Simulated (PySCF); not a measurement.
Job file and geometry (Å, from GFN2-xTB) of an NMR shielding run on SMILES BP[SiH2]C(Cl)(Cl)Cl, CH$_{5}$BCl$_{3}$PSi, GIAO PBE0/pcSseg-1 NMR shielding, non-relativistic, gas phase (PySCF 2.14.0, density-fitted response routines); density fitting, a coarse starting grid and PySCF grid level 2 are the driver's defaults:

```
$ OMP_NUM_THREADS=1 python probes_run.py task.json out

{"job": {"kind": "nmr", "xc": "PBE0", "basis": "pcSseg-1"}, "charge": 0, "multiplicity": 1}
B     -2.685326    -0.098811    -0.148288
P     -0.972291    -0.290973    -0.761352
Si     0.315758     0.672744     0.751894
C      2.066927    -0.118661     0.477156
Cl     2.041576    -1.837191     0.922356
Cl     2.564081     0.024184    -1.214085
Cl     3.255006     0.707187     1.495777
H     -3.458856    -0.967500    -0.238822
H     -3.019524     0.961061     0.215944
H     -0.681634    -1.633749    -0.609525
H      0.475759     2.087404     0.420356
H      0.099723     0.493619     2.192001
```

Q: Write the output of this run.

A: 
```
coarse grid: 13392 points
cycle   1  E = -2076.3839844579  dE =  6.982e-01  |g| = 5.284e-01  |ddm| = 3.339e+00
cycle   2  E = -2076.2139849950  dE =  1.700e-01  |g| = 1.025e+00  |ddm| = 1.319e+00
cycle   3  E = -2076.4593794600  dE = -2.454e-01  |g| = 4.846e-02  |ddm| = 8.578e-01
cycle   4  E = -2076.4598201828  dE = -4.407e-04  |g| = 2.912e-02  |ddm| = 9.384e-02
cycle   5  E = -2076.4600461951  dE = -2.260e-04  |g| = 6.078e-03  |ddm| = 3.781e-02
cycle   6  E = -2076.4600580087  dE = -1.181e-05  |g| = 2.064e-03  |ddm| = 1.169e-02
cycle   7  E = -2076.4600592453  dE = -1.237e-06  |g| = 5.240e-04  |ddm| = 3.228e-03
final grid: 108368 points
cycle   8  E = -2076.4972322798  dE = -3.692e-05  |g| = 5.872e-03  |ddm| = 2.247e-02
cycle   9  E = -2076.4972277816  dE =  4.498e-06  |g| = 6.444e-03  |ddm| = 1.018e-02
cycle  10  E = -2076.4972380603  dE = -1.028e-05  |g| = 1.887e-03  |ddm| = 7.126e-03
cycle  11  E = -2076.4972388069  dE = -7.466e-07  |g| = 3.860e-04  |ddm| = 1.830e-03
cycle  12  E = -2076.4972388534  dE = -4.652e-08  |g| = 7.253e-05  |ddm| = 5.328e-04
cycle  13  E = -2076.4972388550  dE = -1.624e-09  |g| = 1.870e-05  |ddm| = 1.217e-04
cycle  14  E = -2076.4972388551  dE = -8.913e-11  |g| = 5.454e-06  |ddm| = 2.988e-05
converged SCF energy = -2076.4972388551

GIAO shielding tensors (ppm)
atom      isotropic    diamagn.    paramagn.     s11        s22        s33       span
  0 B       16.066     195.794    -179.729    -93.146     -8.885    150.229    243.374
  1 P      481.836     969.089    -487.252    320.104    507.356    618.048    297.944
  2 Si     369.975     877.077    -507.101    334.177    353.591    422.158     87.980
  3 C       75.833     247.361    -171.528     55.158     85.532     86.809     31.651
  4 Cl     520.941    1145.625    -624.684    167.984    461.549    933.290    765.306
  5 Cl     521.551    1145.377    -623.826    177.383    472.776    914.495    737.112
  6 Cl     508.701    1144.291    -635.590    159.599    434.257    932.246    772.646
  7 H       22.959      28.278      -5.319     13.759     26.795     28.323     14.564
  8 H       23.372      28.584      -5.212     13.224     27.086     29.807     16.583
  9 H       28.032      30.059      -2.026     22.079     28.424     33.594     11.514
 10 H       26.634      27.616      -0.982     23.289     25.271     31.343      8.054
 11 H       26.728      27.469      -0.741     22.867     25.936     31.380      8.513
```

Size and cost of the density-fitted run: 179 basis functions, roughly 70 core-seconds.
